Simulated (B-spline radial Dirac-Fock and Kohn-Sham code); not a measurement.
**N: photoemission with Cu Kα (8047.8 eV) photons**

System: the N atom, [He] 2s2 2p3.

Input of the calculation (task.json; shells as n, l, electrons):

```json
{"items": [{
  "Z": 7,
  "q": 0,
  "cfg": [[1, 0, 2], [2, 0, 2], [2, 1, 3]],
  "A": 14,
  "rrms": 2.5582,
  "do": ["binding", "quiet", "photo", "scan"],
  "hv": [21.22, 40.81, 60, 80, 100, 150, 200, 300, 400, 600, 800, 1000, 1253.6, 1486.9, 2000, 2984.4, 4000, 5414.7, 6000, 8047.8, 9251.7, 12000, 15000, 17479.3, 22162.9, 30000, 40000, 59318.2, 80000, 100000, 150000, 200000]
}]}
```

Launch: `python xray_run.py task.json out`

Model: the independent-particle Dirac-Slater model, thresholds from Dirac-Fock. Program: an atomic code on a B-spline grid. The asymmetry parameter β is from the dipole term alone. Kinetic energies are from the vacuum level. Open shells are spread statistically over j, without multiplet splitting.

| subshell | electrons | binding (eV) | kinetic (eV) | σ (kb) | β |
| --- | --- | --- | --- | --- | --- |
| 1s | 2 | 411.9 | 7635.9 | ? | ? |
| 2s | 2 | 24.43 | 8023.4 | 0.00834 | 2.00 |
| 2p1/2 | 1 | 12.22 | 8035.6 | 4.04e-05 | 0.07 |
| 2p3/2 | 2 | 12.20 | 8035.6 | 7.91e-05 | 0.05 |

Question: What are σ and β for 1s?

Answer: σ = 0.156 kb, the largest of all subshells and 95 % of the total, and β = 2.00.
